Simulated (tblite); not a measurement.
A geometry optimisation, step by step.

C9H6BrN.
SMILES with atom numbers: `[N:1]#[C:2]/[CH:3]=[C:4]1/[CH:5]=[CH:6][CH:7]=[C:8]([Br:9])[CH:10]=[CH:11]1` (hydrogens: H12 on C3; H13 on C5; H14 on C6; H15 on C7; H16 on C10; H17 on C11)

Computed with GFN2-xTB (tblite), gas phase: L-BFGS steps from a force-field or distance-geometry start until the largest atomic force falls under 0.01 eV/Å. 11 of its 34 geometries are shown.

Step 0: E = -794.3010 eV, largest atomic force 4.555 eV/Å
```
atom  x, y, z in Å  |  force x, y, z in eV/Å
N1      4.203    0.953   -0.101   -1.378  -1.016   0.127
C2      3.284    0.245    0.005    0.414   0.352   0.015
C3      2.191   -0.650    0.161    1.714   0.703  -0.186
C4      0.867   -0.310    0.064    3.944  -1.969   0.493
C5      0.010   -1.347    0.254   -1.835  -3.113   0.492
C6     -1.333   -1.358    0.221    1.414  -3.211   0.639
C7     -2.183   -0.347    0.019   -3.707   1.478  -0.310
C8     -1.916    0.949   -0.207   -3.456  -1.023   0.088
Br9    -3.421    2.092   -0.450   -0.206   0.224  -0.033
C10    -0.711    1.507   -0.288    2.945   3.159  -0.509
C11     0.508    0.959   -0.171   -0.186   4.477  -0.817
H12     2.485   -1.674    0.354    0.020   0.084  -0.005
H13     0.428   -2.336    0.447    0.268   0.258  -0.028
H14    -1.787   -2.333    0.392   -0.039   0.125  -0.018
H15    -3.240   -0.630    0.058    0.160   0.162  -0.054
H16    -0.694    2.584   -0.478   -0.090  -0.166   0.025
H17     1.304    1.708   -0.289    0.017  -0.523   0.081
```

Step 3: E = -795.0516 eV, largest atomic force 3.608 eV/Å
```
atom  x, y, z in Å  |  force x, y, z in eV/Å
N1      4.182    0.939   -0.100    2.773   2.278  -0.371
C2      3.297    0.254    0.006   -2.657  -2.331   0.398
C3      2.248   -0.654    0.160   -0.336   0.524  -0.136
C4      0.919   -0.328    0.071    1.077  -0.534   0.155
C5      0.009   -1.401    0.261   -1.169  -0.178  -0.024
C6     -1.350   -1.398    0.229    1.288  -0.867   0.201
C7     -2.239   -0.355    0.020   -0.795   1.133  -0.204
C8     -1.963    0.959   -0.211   -0.585  -0.934   0.138
Br9    -3.438    2.111   -0.453   -0.324   0.286  -0.051
C10    -0.705    1.562   -0.298    1.430   0.245  -0.021
C11     0.533    1.008   -0.180   -1.003   1.058  -0.194
H12     2.493   -1.673    0.354    0.416  -0.406   0.085
H13     0.450   -2.358    0.452    0.284  -0.312   0.064
H14    -1.804   -2.357    0.397   -0.241  -0.260   0.049
H15    -3.274   -0.635    0.058   -0.384  -0.021  -0.020
H16    -0.701    2.621   -0.485   -0.127   0.296  -0.060
H17     1.336    1.716   -0.290    0.353   0.023  -0.008
```

Step 7: E = -795.2180 eV, largest atomic force 0.192 eV/Å
```
atom  x, y, z in Å  |  force x, y, z in eV/Å
N1      4.199    0.962   -0.105   -0.011   0.044  -0.011
C2      3.307    0.245    0.010    0.021  -0.060   0.013
C3      2.254   -0.658    0.158    0.029   0.014   0.008
C4      0.932   -0.335    0.076   -0.093  -0.001  -0.004
C5     -0.002   -1.420    0.262   -0.086   0.033  -0.001
C6     -1.350   -1.423    0.235   -0.042   0.002   0.004
C7     -2.269   -0.350    0.020   -0.001  -0.090   0.019
C8     -1.974    0.949   -0.211    0.079   0.050  -0.008
Br9    -3.461    2.135   -0.457    0.046   0.005   0.003
C10    -0.690    1.586   -0.302    0.003  -0.075   0.011
C11     0.534    1.034   -0.183   -0.038  -0.033   0.021
H12     2.524   -1.687    0.357    0.174   0.080  -0.019
H13     0.470   -2.378    0.456   -0.020   0.076  -0.028
H14    -1.825   -2.381    0.401   -0.061  -0.001   0.005
H15    -3.313   -0.638    0.056    0.051   0.082  -0.024
H16    -0.714    2.652   -0.491   -0.090  -0.044  -0.002
H17     1.368    1.720   -0.291    0.039  -0.083   0.012
```

Step 10: E = -795.2249 eV, largest atomic force 0.129 eV/Å
```
atom  x, y, z in Å  |  force x, y, z in eV/Å
N1      4.197    0.968   -0.107   -0.003  -0.008   0.000
C2      3.313    0.241    0.011   -0.112   0.062  -0.012
C3      2.254   -0.656    0.159    0.037   0.010   0.001
C4      0.927   -0.337    0.076    0.088  -0.034   0.019
C5     -0.011   -1.418    0.262    0.029  -0.006   0.000
C6     -1.358   -1.427    0.236    0.009  -0.011   0.005
C7     -2.269   -0.352    0.021   -0.036   0.064  -0.014
C8     -1.969    0.947   -0.211   -0.060  -0.020   0.006
Br9    -3.456    2.138   -0.457    0.067  -0.031   0.008
C10    -0.689    1.583   -0.302    0.046  -0.005   0.005
C11     0.535    1.032   -0.180    0.000  -0.007  -0.004
H12     2.551   -1.679    0.355    0.025   0.033  -0.010
H13     0.470   -2.371    0.453   -0.026  -0.013  -0.007
H14    -1.835   -2.384    0.403   -0.034   0.003   0.005
H15    -3.314   -0.629    0.053   -0.022   0.030  -0.011
H16    -0.727    2.649   -0.492   -0.004  -0.034  -0.001
H17     1.376    1.708   -0.289   -0.005  -0.034   0.010
```

Step 13: E = -795.2271 eV, largest atomic force 0.074 eV/Å
```
atom  x, y, z in Å  |  force x, y, z in eV/Å
N1      4.195    0.969   -0.108    0.003   0.035  -0.007
C2      3.306    0.249    0.010    0.012   0.072  -0.012
C3      2.256   -0.655    0.159   -0.013  -0.004   0.001
C4      0.930   -0.340    0.079   -0.061  -0.005   0.002
C5     -0.012   -1.418    0.262   -0.015  -0.032   0.006
C6     -1.361   -1.428    0.237   -0.005   0.026  -0.004
C7     -2.272   -0.350    0.020    0.005  -0.043   0.009
C8     -1.970    0.946   -0.210    0.050  -0.002   0.004
Br9    -3.448    2.137   -0.457   -0.017   0.039  -0.007
C10    -0.687    1.580   -0.301   -0.016  -0.018   0.003
C11     0.536    1.028   -0.179    0.018  -0.027   0.007
H12     2.564   -1.673    0.354    0.014  -0.027   0.004
H13     0.466   -2.371    0.451   -0.010  -0.053   0.005
H14    -1.843   -2.384    0.404    0.012   0.033  -0.002
H15    -3.318   -0.622    0.050   -0.030  -0.005  -0.003
H16    -0.731    2.644   -0.493    0.045  -0.004  -0.004
H17     1.379    1.701   -0.287    0.008   0.014   0.000
```

Step 16: E = -795.2285 eV, largest atomic force 0.057 eV/Å
```
atom  x, y, z in Å  |  force x, y, z in eV/Å
N1      4.194    0.976   -0.109   -0.037   0.043  -0.009
C2      3.300    0.261    0.008    0.016  -0.039   0.008
C3      2.258   -0.654    0.160   -0.004   0.017  -0.003
C4      0.929   -0.345    0.080    0.014  -0.016  -0.002
C5     -0.014   -1.423    0.263   -0.008  -0.012   0.003
C6     -1.362   -1.427    0.237   -0.005  -0.013   0.002
C7     -2.275   -0.351    0.021    0.002   0.016  -0.001
C8     -1.968    0.945   -0.209   -0.016   0.010  -0.002
Br9    -3.444    2.141   -0.457    0.001   0.021  -0.004
C10    -0.685    1.576   -0.300    0.011  -0.002  -0.002
C11     0.538    1.024   -0.178   -0.011  -0.004   0.008
H12     2.574   -1.671    0.353   -0.002   0.037  -0.007
H13     0.463   -2.378    0.450   -0.023  -0.013   0.001
H14    -1.846   -2.380    0.404   -0.002  -0.016   0.003
H15    -3.323   -0.618    0.048    0.031  -0.011   0.002
H16    -0.728    2.640   -0.494    0.043  -0.007   0.000
H17     1.381    1.697   -0.286   -0.012  -0.011   0.002
```

Step 20: E = -795.2300 eV, largest atomic force 0.048 eV/Å
```
atom  x, y, z in Å  |  force x, y, z in eV/Å
N1      4.183    0.995   -0.113   -0.033   0.019  -0.003
C2      3.297    0.269    0.007   -0.013   0.016  -0.004
C3      2.259   -0.650    0.160    0.005  -0.029   0.002
C4      0.929   -0.353    0.082    0.018   0.005   0.005
C5     -0.017   -1.430    0.265    0.017   0.012  -0.006
C6     -1.365   -1.428    0.238    0.004  -0.001   0.001
C7     -2.276   -0.349    0.021    0.012   0.000  -0.001
C8     -1.967    0.946   -0.209   -0.002   0.015  -0.006
Br9    -3.438    2.151   -0.459    0.015  -0.008   0.001
C10    -0.682    1.571   -0.299   -0.006   0.015  -0.001
C11     0.538    1.016   -0.175   -0.011  -0.003  -0.008
H12     2.585   -1.663    0.350    0.001  -0.047   0.010
H13     0.452   -2.390    0.450    0.005   0.015   0.000
H14    -1.851   -2.380    0.405   -0.011  -0.005  -0.001
H15    -3.323   -0.617    0.047    0.003  -0.004   0.006
H16    -0.712    2.635   -0.495   -0.006   0.022  -0.003
H17     1.381    1.690   -0.284    0.001  -0.022   0.007
```

Step 23: E = -795.2306 eV, largest atomic force 0.043 eV/Å
```
atom  x, y, z in Å  |  force x, y, z in eV/Å
N1      4.173    1.006   -0.115   -0.026   0.020  -0.003
C2      3.294    0.273    0.006   -0.008  -0.006   0.000
C3      2.261   -0.653    0.160   -0.009  -0.013   0.004
C4      0.931   -0.355    0.083   -0.030  -0.013  -0.006
C5     -0.016   -1.432    0.264   -0.019  -0.012   0.006
C6     -1.365   -1.428    0.238   -0.004   0.016  -0.006
C7     -2.274   -0.348    0.021    0.001  -0.014   0.003
C8     -1.968    0.949   -0.210    0.036  -0.023   0.005
Br9    -3.435    2.154   -0.459   -0.018   0.006  -0.003
C10    -0.681    1.572   -0.299    0.013  -0.006  -0.002
C11     0.537    1.012   -0.175    0.014   0.000   0.003
H12     2.589   -1.666    0.351   -0.005  -0.015   0.003
H13     0.450   -2.393    0.450    0.023   0.004   0.001
H14    -1.855   -2.381    0.406    0.021   0.037  -0.008
H15    -3.322   -0.618    0.047    0.009   0.010   0.003
H16    -0.707    2.636   -0.496   -0.015  -0.002   0.003
H17     1.381    1.684   -0.282    0.017   0.010  -0.001
```

Step 26: E = -795.2313 eV, largest atomic force 0.040 eV/Å
```
atom  x, y, z in Å  |  force x, y, z in eV/Å
N1      4.156    1.022   -0.118   -0.039  -0.008   0.001
C2      3.288    0.276    0.005   -0.008  -0.018   0.004
C3      2.262   -0.658    0.161   -0.012   0.009  -0.001
C4      0.930   -0.360    0.084    0.016   0.003  -0.006
C5     -0.017   -1.435    0.265    0.014  -0.005   0.003
C6     -1.366   -1.427    0.238    0.008  -0.005  -0.001
C7     -2.272   -0.347    0.021   -0.006   0.021  -0.003
C8     -1.964    0.949   -0.210   -0.013   0.014  -0.003
Br9    -3.432    2.157   -0.460    0.005  -0.017   0.002
C10    -0.678    1.572   -0.300    0.019  -0.012   0.000
C11     0.538    1.008   -0.174    0.027   0.011   0.002
H12     2.592   -1.671    0.352   -0.016   0.029  -0.005
H13     0.450   -2.395    0.450    0.010  -0.012   0.004
H14    -1.856   -2.377    0.405   -0.006  -0.016   0.001
H15    -3.319   -0.617    0.048   -0.014   0.014   0.000
H16    -0.703    2.637   -0.496   -0.008  -0.024   0.007
H17     1.384    1.678   -0.280    0.022   0.016  -0.004
```

Step 30: E = -795.2317 eV, largest atomic force 0.015 eV/Å
```
atom  x, y, z in Å  |  force x, y, z in eV/Å
N1      4.140    1.033   -0.120    0.005   0.008  -0.001
C2      3.283    0.276    0.005    0.001   0.007   0.000
C3      2.261   -0.661    0.161    0.000   0.000  -0.001
C4      0.931   -0.362    0.084   -0.006   0.004   0.001
C5     -0.016   -1.437    0.265   -0.007   0.003  -0.003
C6     -1.365   -1.427    0.238   -0.006  -0.008   0.002
C7     -2.271   -0.345    0.021    0.003  -0.013   0.002
C8     -1.962    0.950   -0.211    0.009  -0.012   0.002
Br9    -3.429    2.157   -0.460    0.005  -0.002  -0.001
C10    -0.674    1.571   -0.300   -0.002   0.001   0.001
C11     0.542    1.008   -0.173   -0.001   0.004  -0.003
H12     2.592   -1.673    0.352   -0.006  -0.008   0.001
H13     0.451   -2.398    0.451   -0.007   0.006   0.000
H14    -1.857   -2.377    0.404    0.000  -0.007   0.000
H15    -3.319   -0.613    0.049    0.001   0.011   0.000
H16    -0.701    2.635   -0.495    0.008   0.003   0.001
H17     1.389    1.676   -0.279    0.002   0.004  -0.001
```

Step 33: E = -795.2318 eV, largest atomic force 0.009 eV/Å
```
atom  x, y, z in Å  |  force x, y, z in eV/Å
N1      4.138    1.035   -0.121    0.000   0.001   0.000
C2      3.282    0.276    0.005    0.000  -0.001   0.000
C3      2.261   -0.662    0.161    0.000   0.002   0.001
C4      0.930   -0.362    0.084   -0.001  -0.007  -0.002
C5     -0.017   -1.437    0.265   -0.006  -0.001   0.003
C6     -1.366   -1.428    0.238   -0.004   0.000  -0.001
C7     -2.271   -0.346    0.021   -0.003   0.000   0.000
C8     -1.961    0.949   -0.211    0.008  -0.003   0.002
Br9    -3.428    2.156   -0.461    0.002  -0.001  -0.001
C10    -0.674    1.571   -0.300    0.007   0.003  -0.001
C11     0.543    1.008   -0.174    0.002  -0.005   0.003
H12     2.591   -1.674    0.352   -0.003   0.004  -0.001
H13     0.450   -2.397    0.451    0.001   0.004  -0.001
H14    -1.858   -2.378    0.404    0.004  -0.001   0.000
H15    -3.319   -0.611    0.049   -0.002  -0.002   0.001
H16    -0.700    2.635   -0.495   -0.001   0.006   0.000
H17     1.390    1.677   -0.279   -0.005   0.000  -0.001
```

Q: Summarise the path.

A: The energy falls by 89.81 kJ/mol from step 0 to step 33; nine tenths of that is first reached at step 4. It falls at every step. The largest force goes from 4.555 to 0.009 eV/Å. Among the bonds C4–C11 changes most, from 1.339 to 1.447 Å; the atoms move by 0.078 Å rms after alignment.

Q: Follow the three bonds and two angles with the largest change from start to end.

A: 
```json
{"step": "0", "E above end (kJ/mol)": "89.81", "largest force (eV/Å)": "4.555", "C4–C11 (Å)": "1.339", "C8–C10 (Å)": "1.330", "C6–C7 (Å)": "1.336", "C4–C11–H17 (°)": "118.0", "C4–C5–H13 (°)": "118.3"}
{"step": "1", "E above end (kJ/mol)": "40.11", "largest force (eV/Å)": "2.727", "C4–C11 (Å)": "1.446", "C8–C10 (Å)": "1.439", "C6–C7 (Å)": "1.436", "C4–C11–H17 (°)": "113.8", "C4–C5–H13 (°)": "113.7"}
{"step": "3", "E above end (kJ/mol)": "17.39", "largest force (eV/Å)": "3.608", "C4–C11 (Å)": "1.413", "C8–C10 (Å)": "1.399", "C6–C7 (Å)": "1.386", "C4–C11–H17 (°)": "115.9", "C4–C5–H13 (°)": "115.8"}
{"step": "4", "E above end (kJ/mol)": "6.38", "largest force (eV/Å)": "0.703", "C4–C11 (Å)": "1.428", "C8–C10 (Å)": "1.415", "C6–C7 (Å)": "1.406", "C4–C11–H17 (°)": "114.5", "C4–C5–H13 (°)": "114.5"}
{"step": "6", "E above end (kJ/mol)": "1.66", "largest force (eV/Å)": "0.229", "C4–C11 (Å)": "1.448", "C8–C10 (Å)": "1.436", "C6–C7 (Å)": "1.429", "C4–C11–H17 (°)": "113.9", "C4–C5–H13 (°)": "114.0"}
{"step": "7", "E above end (kJ/mol)": "1.33", "largest force (eV/Å)": "0.192", "C4–C11 (Å)": "1.449", "C8–C10 (Å)": "1.437", "C6–C7 (Å)": "1.429", "C4–C11–H17 (°)": "113.8", "C4–C5–H13 (°)": "113.9"}
{"step": "9", "E above end (kJ/mol)": "0.81", "largest force (eV/Å)": "0.126", "C4–C11 (Å)": "1.447", "C8–C10 (Å)": "1.433", "C6–C7 (Å)": "1.426", "C4–C11–H17 (°)": "113.6", "C4–C5–H13 (°)": "113.4"}
{"step": "10", "E above end (kJ/mol)": "0.67", "largest force (eV/Å)": "0.129", "C4–C11 (Å)": "1.447", "C8–C10 (Å)": "1.433", "C6–C7 (Å)": "1.426", "C4–C11–H17 (°)": "113.4", "C4–C5–H13 (°)": "113.2"}
{"step": "11", "E above end (kJ/mol)": "0.58", "largest force (eV/Å)": "0.121", "C4–C11 (Å)": "1.447", "C8–C10 (Å)": "1.433", "C6–C7 (Å)": "1.426", "C4–C11–H17 (°)": "113.3", "C4–C5–H13 (°)": "113.0"}
{"step": "13", "E above end (kJ/mol)": "0.45", "largest force (eV/Å)": "0.074", "C4–C11 (Å)": "1.447", "C8–C10 (Å)": "1.434", "C6–C7 (Å)": "1.428", "C4–C11–H17 (°)": "113.1", "C4–C5–H13 (°)": "113.0"}
{"step": "14", "E above end (kJ/mol)": "0.39", "largest force (eV/Å)": "0.063", "C4–C11 (Å)": "1.447", "C8–C10 (Å)": "1.433", "C6–C7 (Å)": "1.428", "C4–C11–H17 (°)": "113.1", "C4–C5–H13 (°)": "113.0"}
{"step": "16", "E above end (kJ/mol)": "0.32", "largest force (eV/Å)": "0.057", "C4–C11 (Å)": "1.447", "C8–C10 (Å)": "1.433", "C6–C7 (Å)": "1.427", "C4–C11–H17 (°)": "113.3", "C4–C5–H13 (°)": "113.1"}
{"step": "17", "E above end (kJ/mol)": "0.29", "largest force (eV/Å)": "0.057", "C4–C11 (Å)": "1.447", "C8–C10 (Å)": "1.432", "C6–C7 (Å)": "1.426", "C4–C11–H17 (°)": "113.3", "C4–C5–H13 (°)": "113.2"}
{"step": "19", "E above end (kJ/mol)": "0.20", "largest force (eV/Å)": "0.047", "C4–C11 (Å)": "1.446", "C8–C10 (Å)": "1.432", "C6–C7 (Å)": "1.427", "C4–C11–H17 (°)": "113.4", "C4–C5–H13 (°)": "113.4"}
{"step": "20", "E above end (kJ/mol)": "0.18", "largest force (eV/Å)": "0.048", "C4–C11 (Å)": "1.446", "C8–C10 (Å)": "1.432", "C6–C7 (Å)": "1.428", "C4–C11–H17 (°)": "113.3", "C4–C5–H13 (°)": "113.5"}
{"step": "22", "E above end (kJ/mol)": "0.14", "largest force (eV/Å)": "0.041", "C4–C11 (Å)": "1.446", "C8–C10 (Å)": "1.433", "C6–C7 (Å)": "1.429", "C4–C11–H17 (°)": "113.2", "C4–C5–H13 (°)": "113.6"}
{"step": "23", "E above end (kJ/mol)": "0.12", "largest force (eV/Å)": "0.043", "C4–C11 (Å)": "1.446", "C8–C10 (Å)": "1.433", "C6–C7 (Å)": "1.429", "C4–C11–H17 (°)": "113.1", "C4–C5–H13 (°)": "113.6"}
{"step": "24", "E above end (kJ/mol)": "0.09", "largest force (eV/Å)": "0.036", "C4–C11 (Å)": "1.446", "C8–C10 (Å)": "1.432", "C6–C7 (Å)": "1.428", "C4–C11–H17 (°)": "113.0", "C4–C5–H13 (°)": "113.6"}
{"step": "26", "E above end (kJ/mol)": "0.05", "largest force (eV/Å)": "0.040", "C4–C11 (Å)": "1.447", "C8–C10 (Å)": "1.432", "C6–C7 (Å)": "1.427", "C4–C11–H17 (°)": "113.0", "C4–C5–H13 (°)": "113.5"}
{"step": "27", "E above end (kJ/mol)": "0.03", "largest force (eV/Å)": "0.035", "C4–C11 (Å)": "1.447", "C8–C10 (Å)": "1.432", "C6–C7 (Å)": "1.427", "C4–C11–H17 (°)": "113.0", "C4–C5–H13 (°)": "113.5"}
{"step": "29", "E above end (kJ/mol)": "0.01", "largest force (eV/Å)": "0.018", "C4–C11 (Å)": "1.447", "C8–C10 (Å)": "1.432", "C6–C7 (Å)": "1.428", "C4–C11–H17 (°)": "113.1", "C4–C5–H13 (°)": "113.5"}
{"step": "30", "E above end (kJ/mol)": "0.01", "largest force (eV/Å)": "0.015", "C4–C11 (Å)": "1.447", "C8–C10 (Å)": "1.432", "C6–C7 (Å)": "1.428", "C4–C11–H17 (°)": "113.1", "C4–C5–H13 (°)": "113.5"}
{"step": "32", "E above end (kJ/mol)": "0.00", "largest force (eV/Å)": "0.017", "C4–C11 (Å)": "1.447", "C8–C10 (Å)": "1.432", "C6–C7 (Å)": "1.428", "C4–C11–H17 (°)": "113.1", "C4–C5–H13 (°)": "113.5"}
{"step": "33", "E above end (kJ/mol)": "0.00", "largest force (eV/Å)": "0.009", "C4–C11 (Å)": "1.447", "C8–C10 (Å)": "1.432", "C6–C7 (Å)": "1.428", "C4–C11–H17 (°)": "113.1", "C4–C5–H13 (°)": "113.5"}
```

What follows is the cost of the whole relaxation. Time: 0.27 s of wall time. Hardware: one thread, Intel Xeon 6975P-C (x86_64), no GPU, shared host with 192 logical CPUs at a one-minute load of 67.
